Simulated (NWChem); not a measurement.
A calculation on HNP (+1)

SMILES: N#[PH+]
```xyz
3

N      0.0000     0.0000     1.0969
P      0.0000     0.0000    -0.3898
H      0.0000     0.0000    -1.8314
```
Charge +1, spin multiplicity 1.

The numbers come from NWChem runs, not from measurements. The geometry was optimised at PBE0/def2-SVP, a minimum by its harmonic frequencies.

Symmetry labels belong to the abelian group C2v used in the runs, with the axes of the coordinates shown; states degenerate in a higher group split over its labels.

B3LYP has NWChem's definition, with VWN1-RPA local correlation. The structure started from a generated list of species.

Question: List the lowest 3 singlet excitations that TD-B3LYP/def2-SVPD, VWN1-RPA local correlation gives, with oscillator strengths.

Answer: 
| state | symmetry | energy (eV) | wavelength (nm) | f |
|---|---|---|---|---|
| 1 | a2 | 4.60 | 269 | 0.000 |
| 2 | a1 | 4.98 | 249 | 0.000 |
| 3 | a2 | 4.98 | 249 | 0.000 |
